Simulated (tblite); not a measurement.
Species: C9H11Al.
SMILES with atom numbers: `[CH3:1][C:2]#[C:3][AlH:4][C:5]#[C:6][CH2:7][CH:8]1[CH2:9][CH2:10]1` (hydrogens: H11, H12, H13 on C1; H14 on Al4; H15, H16 on C7; H17 on C8; H18, H19 on C9; H20, H21 on C10)

Computed with GFN2-xTB (tblite), gas phase: L-BFGS steps from a force-field or distance-geometry start until the largest atomic force falls under 0.01 eV/Å.

Step 2: E = -701.5114 eV
```
atom  x, y, z in Å  |  force x, y, z in eV/Å
C1      5.8308   -0.3314    0.4029   -0.022   0.599   0.206
C2      4.4548    0.0848    0.6249    0.030  -0.107   0.050
C3      3.3087    0.4327    0.8429   -0.129   0.119   0.216
Al4     1.4643    1.0473    1.0996    0.174   0.094  -0.695
C5     -0.0377   -0.0518    0.5109   -0.716  -0.563  -0.088
C6     -0.9742   -0.7189    0.0796    0.764   0.111   0.672
C7     -2.0905   -1.5104   -0.4255   -0.159   0.935  -0.725
C8     -3.2203   -0.5693   -0.9388    1.043   0.117   0.868
C9     -3.9466    0.3257    0.0396    0.777  -0.054  -0.508
C10    -2.8868    0.8880   -0.8746   -0.174  -0.014   0.452
H11     5.9584   -0.7232   -0.6027    0.000  -0.043  -0.034
H12     6.4769    0.5565    0.5313   -0.146  -0.395  -0.092
H13     6.1201   -1.0837    1.1370   -0.018  -0.009  -0.061
H14     1.2053    2.5615    1.4776    0.040  -0.413   0.124
H15    -1.6888   -2.0987   -1.2597   -0.247  -0.056   0.042
H16    -2.4839   -2.1631    0.3294   -0.077  -0.451   0.475
H17    -3.7590   -0.9118   -1.7983   -0.112  -0.214  -0.227
H18    -3.6632    0.2294    1.0813   -0.244   0.089  -0.140
H19    -4.9389    0.6546   -0.1773   -0.509  -0.287   0.156
H20    -1.9951    1.2050   -0.3518    0.040  -0.021  -0.438
H21    -3.1433    1.4663   -1.7290   -0.317   0.565  -0.251
```

Step 3: E = -701.5841 eV
```
atom  x, y, z in Å  |  force x, y, z in eV/Å
C1      5.8293   -0.3248    0.4052   -0.187   0.285   0.106
C2      4.4496    0.0847    0.6271    1.013  -0.357  -0.136
C3      3.3138    0.4324    0.8457   -1.071   0.407   0.352
Al4     1.4667    1.0502    1.0863    0.130  -0.035  -0.612
C5     -0.0430   -0.0568    0.5131    0.113   0.024   0.257
C6     -0.9690   -0.7229    0.0877   -0.032  -0.394   0.224
C7     -2.0916   -1.5005   -0.4318   -0.029   0.393  -0.113
C8     -3.2046   -0.5623   -0.9317    0.432  -0.280   0.085
C9     -3.9371    0.3272    0.0322    0.103   0.008  -0.042
C10    -2.8908    0.8901   -0.8696    0.050   0.420  -0.065
H11     5.9585   -0.7224   -0.5994   -0.030  -0.017  -0.029
H12     6.4749    0.5496    0.5297    0.000  -0.114  -0.042
H13     6.1192   -1.0812    1.1334   -0.019  -0.028  -0.006
H14     1.2061    2.5531    1.4800    0.034  -0.345   0.101
H15    -1.6937   -2.0991   -1.2589   -0.212  -0.023  -0.003
H16    -2.4826   -2.1684    0.3345    0.052  -0.134   0.124
H17    -3.7589   -0.9149   -1.7983    0.164  -0.040   0.152
H18    -3.6686    0.2312    1.0770   -0.175   0.092  -0.081
H19    -4.9433    0.6474   -0.1730   -0.253  -0.368   0.127
H20    -1.9962    1.2038   -0.3611    0.186   0.079  -0.304
H21    -3.1475    1.4730   -1.7289   -0.269   0.428  -0.093
```

Step 4: E = -701.6249 eV
```
atom  x, y, z in Å  |  force x, y, z in eV/Å
C1      5.8229   -0.3135    0.4092    0.105  -0.372  -0.119
C2      4.4580    0.0790    0.6284   -1.409   0.476   0.309
C3      3.3051    0.4383    0.8557    1.016  -0.240  -0.124
Al4     1.4719    1.0541    1.0558   -0.017  -0.101  -0.349
C5     -0.0411   -0.0584    0.5247   -0.750  -0.604  -0.201
C6     -0.9703   -0.7414    0.0995    1.083   0.547   0.599
C7     -2.0924   -1.4841   -0.4375    0.070  -0.650   0.472
C8     -3.1776   -0.5554   -0.9266   -0.520  -0.153  -0.577
C9     -3.9256    0.3310    0.0229   -0.518  -0.021   0.297
C10    -2.8955    0.9031   -0.8665    0.153   0.469  -0.555
H11     5.9579   -0.7205   -0.5929   -0.058   0.006  -0.062
H12     6.4728    0.5384    0.5267    0.260   0.341   0.037
H13     6.1172   -1.0766    1.1268    0.007  -0.082   0.098
H14     1.2078    2.5345    1.4853    0.018  -0.220   0.049
H15    -1.7047   -2.0997   -1.2579   -0.155   0.023  -0.038
H16    -2.4778   -2.1761    0.3414    0.119   0.227  -0.269
H17    -3.7539   -0.9192   -1.7922    0.403   0.100   0.401
H18    -3.6799    0.2358    1.0683   -0.024   0.085   0.105
H19    -4.9510    0.6288   -0.1639    0.014  -0.413   0.021
H20    -1.9951    1.2032   -0.3805    0.438   0.262  -0.072
H21    -3.1575    1.4881   -1.7274   -0.234   0.321  -0.024
```

Step 5: E = -701.6757 eV
```
atom  x, y, z in Å  |  force x, y, z in eV/Å
C1      5.8198   -0.3131    0.4095   -0.013  -0.229  -0.053
C2      4.4494    0.0806    0.6321   -0.031   0.073   0.033
C3      3.3102    0.4390    0.8597   -0.151   0.123   0.048
Al4     1.4742    1.0553    1.0365   -0.065  -0.205  -0.212
C5     -0.0470   -0.0649    0.5290    0.437   0.260   0.282
C6     -0.9606   -0.7457    0.1113   -0.265  -0.356  -0.073
C7     -2.0916   -1.4854   -0.4329    0.257  -0.423   0.386
C8     -3.1708   -0.5523   -0.9334   -0.446   0.191  -0.080
C9     -3.9271    0.3335    0.0223   -0.172  -0.083  -0.007
C10    -2.8963    0.9157   -0.8722    0.016  -0.032  -0.264
H11     5.9569   -0.7190   -0.5890   -0.083  -0.026  -0.163
H12     6.4748    0.5366    0.5256    0.201   0.334   0.044
H13     6.1160   -1.0743    1.1237    0.010  -0.146   0.173
H14     1.2089    2.5225    1.4885    0.009  -0.148   0.016
H15    -1.7120   -2.0995   -1.2578   -0.087   0.021  -0.020
H16    -2.4733   -2.1766    0.3408    0.026   0.177  -0.180
H17    -3.7463   -0.9199   -1.7833    0.249   0.014   0.128
H18    -3.6861    0.2390    1.0645    0.060   0.066   0.230
H19    -4.9532    0.6144   -0.1586   -0.110  -0.325  -0.063
H20    -1.9904    1.2054   -0.3914    0.427   0.304  -0.036
H21    -3.1645    1.4980   -1.7253   -0.268   0.410  -0.187
```

Task: Estimate the geometry and energy of step 6. (The exact step hangs on the optimiser's Hessian estimate; all steps are aligned on step 5, rigid shifts and turns removed.)

Result: E = -701.7083 eV, largest force 0.527 eV/Å
```
atom  x, y, z in Å  |  force x, y, z in eV/Å
C1      5.8176   -0.3150    0.4094    0.046  -0.013   0.019
C2      4.4451    0.0821    0.6346    0.401  -0.059  -0.060
C3      3.3099    0.4419    0.8634   -0.387   0.193   0.059
Al4     1.4750    1.0531    1.0204   -0.076  -0.164  -0.066
C5     -0.0463   -0.0667    0.5352    0.409   0.237   0.232
C6     -0.9563   -0.7528    0.1190   -0.314  -0.364  -0.129
C7     -2.0872   -1.4907   -0.4263    0.107  -0.023   0.108
C8     -3.1714   -0.5455   -0.9355   -0.067  -0.040   0.179
C9     -3.9278    0.3335    0.0198   -0.094  -0.011   0.116
C10    -2.8975    0.9211   -0.8778    0.120   0.072  -0.166
H11     5.9550   -0.7186   -0.5894   -0.095  -0.032  -0.163
H12     6.4787    0.5399    0.5254    0.042   0.143   0.023
H13     6.1154   -1.0753    1.1245   -0.001  -0.131   0.154
H14     1.2097    2.5122    1.4909    0.005  -0.115  -0.015
H15    -1.7182   -2.0992   -1.2579   -0.030  -0.009  -0.029
H16    -2.4706   -2.1753    0.3389   -0.080   0.035  -0.013
H17    -3.7385   -0.9210   -1.7773    0.111  -0.051  -0.066
H18    -3.6893    0.2422    1.0658    0.069   0.064   0.132
H19    -4.9576    0.6002   -0.1563   -0.120  -0.265  -0.098
H20    -1.9809    1.2116   -0.3994    0.163   0.235  -0.136
H21    -3.1737    1.5118   -1.7280   -0.209   0.296  -0.079
```

The energy changes by -0.0326 eV. The first-order estimate −F·Δx gives -0.0446 eV and the mean of the old and new forces, exact on a quadratic surface, -0.0327 eV. The step makes an angle of 48° with the force vector and moves no atom by more than 0.017 Å.

The cost below is that of the whole relaxation. Hardware: one thread, Intel Xeon 6975P-C (x86_64) (shared host). Cost: 0.96 s wall.
